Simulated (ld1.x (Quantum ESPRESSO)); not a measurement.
## arsenic (As): RRKJ pseudisation with PBEsol, scalar-relativistic reference atom.

ld1.x (Quantum ESPRESSO) 7.5 input, shortened:

```
&input
   title='As', zed=33., rel=1, dft='PBESOL', iswitch=3,
   config='[Ar] 3d10 4s2 4p2'
 /
 &inputp
   pseudotype=2, tm=.false., rho0=0.02, lloc=0,
   nlcc=.true., new_core_ps=.true., rcore=1.05
 /
2
4P  2  1   2.00   0.00  1.80  1.80  0.0
4S  1  0   2.00   0.00  1.15  1.15  0.0
 &test
   configts(1)='4s2 4p2'
 /
```

Task: Does the generator finish with these settings?

Result: Yes, a potential is produced and its reference levels are reproduced.

Task: Estimate the cutoffs (Ry, on a coarse ladder) from which the occupation-weighted sum of valence levels, in a spherical-Bessel basis at the reference potential, stays within 10 and 1 mRy of its value at 400 Ry.

Result: 70 Ry and 260 Ry.

Task: What does a ghost test show?

Result: Ghost state, extra bound levels that the all-electron valence spectrum of the same l lacks: p at -445.8 eV. A true bound ghost makes a file unfit for plane-wave use.

Task: Which valence shell sets the plane-wave cutoff?

Result: 4s: its level needs 180 Ry to come within 1 mRy, against 35 Ry for 4p.

Task: Tests: 4s2 4p3; 4s2 4p1; 4s2 4p0; 4s1 4p0; 4s2 4p2.5; 4s2 4p3.3; 4s1 4p3. Which has the largest error in its energy relative to the reference configuration, and how large is it?

Result: 4s1 4p0, with -225 meV (all-electron minus pseudo) on +96.29 eV.
